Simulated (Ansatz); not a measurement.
Ansatz (a program for electronic structure) input (BHLYP/def2-TZVPD):

Ansatz 0.2 input:
```yaml
crystal:
  periodic: [false, false, false]
  atoms:
    - {symbol: O, position_ang: [-0.95253721, 0.52035375, 1.28323700]}
    - {symbol: B, position_ang: [-0.84359051, -0.38602819, 0.25050319]}
    - {symbol: O, position_ang: [-1.76878167, -1.35336292, -0.04384140]}
    - {symbol: O, position_ang: [0.26087447, -0.32139004, -0.53858159]}
    - {symbol: Si, position_ang: [1.58704947, 0.66147830, -0.53901983]}
    - {symbol: H, position_ang: [-1.73966728, 0.45853580, 1.82912309]}
    - {symbol: H, position_ang: [-2.54120752, -1.38226528, 0.52507418]}
    - {symbol: H, position_ang: [1.19045145, 2.07349781, -0.73891018]}
    - {symbol: H, position_ang: [2.44077787, 0.22161823, -1.66140341]}
    - {symbol: H, position_ang: [2.33246073, 0.53325190, 0.73336584]}
basis:
  gaussian:
    orbitals: def2-TZVPD
hamiltonian:
  xc: {name: BHLYP}
magnetization: {spin_polarized: true, initial_magnetization: 2}
```

End of the output:

```
integrals: 0.19 GiB planned
1396 factors; their error is unknown
0.40 GiB of the device are held for the grids
1.40 GiB of device memory are held for the factors and their scratch space
mean field: 1.63 GiB planned
mean field evaluation 1: about -14763.7083 eV, gradient 5.3e1 eV
mean field evaluation 2: about -14747.6844 eV, gradient 7.9e1 eV
mean field evaluation 4: about -14773.7863 eV, gradient 5.6e0 eV
mean field evaluation 8: about -14774.1220 eV, gradient 5.3e-1 eV
mean field evaluation 16: about -14774.1881 eV, gradient 4.7e-2 eV
mean field evaluation 32: about -14774.1884 eV, gradient 8.2e-5 eV
mean field -14774.18843772 eV, -542.9414107815 hartree, gradient 1.1e-5 eV, S^2 2.019052; 5 other end points of the search recorded, 0 dependent functions left out
reference -14774.18864077 eV, -542.9414182437 hartree; 25, 23 occupied and 220, 222 virtual orbitals, 1396 factors
Total energy: -14774.18864077 eV, -542.9414182437 hartree
```

This state (charge 0, triplet) is run at the relaxed geometry of the species with charge 0 and multiplicity 1, and is a spin state other than that species' own.
